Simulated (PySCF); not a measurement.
## HgO⁺ at PBE

Computed with PBE; basis Hg cc-pVDZ-PP with ECP60, O cc-pVDZ; scalar-relativistic core potentials; PySCF 2.14.

```
state                                                                                                             : ²Π (doublet), unpaired electrons π ↑
bond length                                                                                                       : 1.991 Å
harmonic wavenumber                                                                                               : 503 cm⁻¹
force constant                                                                                                    : 2.21 mdyn/Å
rotational constant Be                                                                                            : 0.2868 cm⁻¹
anharmonicity ωexe                                                                                                : 3.97 cm⁻¹
vibration–rotation constant αe                                                                                    : 0.00269 cm⁻¹
well depth De to Hg⁺ + O                                                                                          : 153 kJ/mol
dissociation energy D0                                                                                            : 150 kJ/mol
bond order (Mayer)                                                                                                : 1.25
dipole moment (positive dipole points towards O; it is taken about the centre of mass and depends on that origin) : -1.84 D
```

Spin–orbit coupling is left out, which matters for elements this heavy, above all for dissociation energies. For an ion De counts to the pair picked by the measured ionisation energies or electron affinities, which need not be the lowest pair at this level. The state was picked by a PBE0 search and need not be the measured ground state.
